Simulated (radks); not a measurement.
All-electron atom: Cs+ in [Kr] 4d10 5s2 6s(up 0.5, down 0.5) 5p(up 2.5, down 2.5) (fractional occupations, a model configuration).

All-electron calculation, scalar-relativistic Kohn-Sham, PBE, spin-polarised, spherical densities, finite nucleus; Fermi nuclear charge, rms radius 4.8041 fm. Program: a radial shooting solver on a logarithmic mesh with Libxc functionals.

Energy parts (hartree):
part                       energy
total                  -7785.9778
kinetic                 8202.8327
electron-nucleus      -18821.0798
Hartree                 3023.9010
exchange-correlation    -191.6317

Orbitals (lengths in bohr, moments of r in powers of bohr):
| orbital | occ. | eigenvalue (hartree) | <1/r> |
|---|---|---|---|
| 1s | 2 | -1315.899 | 59.39 |
| 2s | 2 | -206.7436 | 13.64 |
| 2p | 6 | -185.5069 | 13.00 |
| 3s | 2 | -43.28709 | 4.917 |
| 3p | 6 | -36.45196 | 4.668 |
| 3d | 10 | -26.41792 | 4.423 |
| 4s | 2 | -8.47816 | 2.017 |
| 4p | 6 | -6.29252 | 1.855 |
| 4d | 10 | -3.10996 | 1.585 |
| 5s | 2 | -1.33025 | 0.7674 |
| 5p | 5 | -0.82500 | 0.6462 |
| 6s | 1 | -0.27005 | 0.2822 |

The highest occupied level is 6s at -7.348 eV. The density falls to 0.001 e/bohr^3 at r = 4.78 bohr. Summed over all electrons, <r^2> = 66.55 bohr^2, which gives a Langevin (diamagnetic) susceptibility term of -52.7 x 10^-6 cm^3/mol. The electron density at the nucleus is 3.065e+05 e/bohr^3 (large components only).
